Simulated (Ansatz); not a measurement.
## Energy profile

The step: SiN₂H₆ ([NH2][SiH2][NH2]) + HF + HF → SiNH₄F ([NH2][SiH2][F]) + NH₃ + HF (still joined by a long Si–N bond); bonds formed: Si1–F7, N2–H8, H6–F9; bonds broken: H6–F7, H8–F9; bonds weakened to dative contacts: Si1–N2 (atoms numbered as in the saddle structure below).

Si1  (-0.748, 0.240, -0.634)
N2  (-0.178, -1.240, 0.315)
H3  (-1.497, -0.460, -1.724)
H4  (-1.749, 0.908, 0.214)
N5  (0.504, 0.997, -1.472)
H6  (0.757, 0.606, 1.788)
F7  (0.496, 1.359, 1.088)
H8  (0.336, -0.981, 1.296)
F9  (0.919, -0.470, 2.357)
H10  (-0.963, -1.854, 0.518)
H11  (0.477, -1.770, -0.253)
H12  (0.526, 1.015, -2.475)
H13  (1.119, 1.649, -1.017)
(Å)

Electronic energies by CCSD(T) at an estimated basis limit (MP2 extrapolated from triple and quadruple zeta, plus CCSD(T) − MP2 in triple zeta), on PBE0-D4/def2-TZVP structures; SiN2H8F2, singlet; no counterpoise correction. Program: Ansatz 0.2.0. Basis: def2-TZVPP and def2-QZVPP. Cores are frozen in the correlated methods. Extrapolation: Hartree–Fock as exp(−7.88 √X), correlation as X^−2.97.

**Question.** Give the profile in eV, counted from the separated reactants. (Judge from chemistry; the value comes from the calculation.)

**Answer.** The calculation gives:
```csv
point,eV
"separated: SiN2H6 (linked as [NH2][SiH2][NH2]; Si1, N2, H3, H4, N5, H10, H11, H12, H13; singlet) + HF (H6, F7; singlet) + HF (H8, F9; singlet)",0.000
start structure,-0.953
saddle,-0.663
end structure,-1.195
"separated: SiNH4F (linked as [NH2][SiH2][F]; Si1, H3, H4, N5, F7, H12, H13; singlet) + NH3 (N2, H8, H10, H11; singlet) + HF (H6, F9; singlet)",-0.968
```
The saddle lies below the separated reactants: the barrier is submerged.

No T1 diagnostic of these runs exceeds 0.011.

Steps of this kind, hydrogen fluoride cutting a network bond, underlie vapour etching and the fluorination step of atomic layer etching.

For scale, one of the runs: CCSD(T)/def2-TZVPP, 278 basis functions, launched by `ansatz run in.yaml --threads 8 --pin off --events-out ev --progress --plain --max-ram 19148MiB`. Hardware: 8 CPU threads of an Intel Xeon, shared host. Wall time 4.1 min; peak host memory 8.3 GiB.
